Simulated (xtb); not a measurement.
HCl₃Si (SMILES Cl[SiH](Cl)Cl), singlet, geometry from GFN2-xTB. Base run: xtb 6.7.1 with GFN2-xTB.

Here is a job for xtb.
```
$ xtb mol.xyz --gfn 2 --json

# file mol.xyz
5

Si     0.02863441    -0.01627765     0.49106656
Cl    -1.24158057    -1.43679456    -0.14881741
Cl    -0.64009829     1.79232122    -0.07685298
Cl     1.85144867    -0.33834186    -0.29276296
H      0.11303141    -0.06425436     1.93843503
```

Each row names what was changed in the base input (with any setting that the change needs).

```json
[
 {"change": "base", "ΔE vs base (kJ/mol)": "0.00", "HOMO-LUMO gap (eV)": "6.66", "dipole (D)": "1.24", "G_solv (kcal/mol)": "-", "SCF cycles": "13"},
 {"change": "acc = 1000", "ΔE vs base (kJ/mol)": "0.77", "HOMO-LUMO gap (eV)": "6.73", "dipole (D)": "1.22", "G_solv (kcal/mol)": "-", "SCF cycles": "6"},
 {"change": "alpb = benzene", "ΔE vs base (kJ/mol)": "-13.57", "HOMO-LUMO gap (eV)": "6.68", "dipole (D)": "1.29", "G_solv (kcal/mol)": "-3.31", "SCF cycles": "12"},
 {"change": "gbsa = thf", "ΔE vs base (kJ/mol)": "-16.31", "HOMO-LUMO gap (eV)": "6.66", "dipole (D)": "1.36", "G_solv (kcal/mol)": "-4.27", "SCF cycles": "13"},
 {"change": "etemp = 1000", "ΔE vs base (kJ/mol)": "0.00", "HOMO-LUMO gap (eV)": "6.66", "dipole (D)": "1.24", "G_solv (kcal/mol)": "-", "SCF cycles": "13"},
 {"change": "file = coord", "ΔE vs base (kJ/mol)": "0.00", "HOMO-LUMO gap (eV)": "6.66", "dipole (D)": "1.24", "G_solv (kcal/mol)": "-", "SCF cycles": "13"}
]
```

ALPB and GBSA are two models with their own fitted parameters for each solvent, which aren't always the measured dielectric constant.
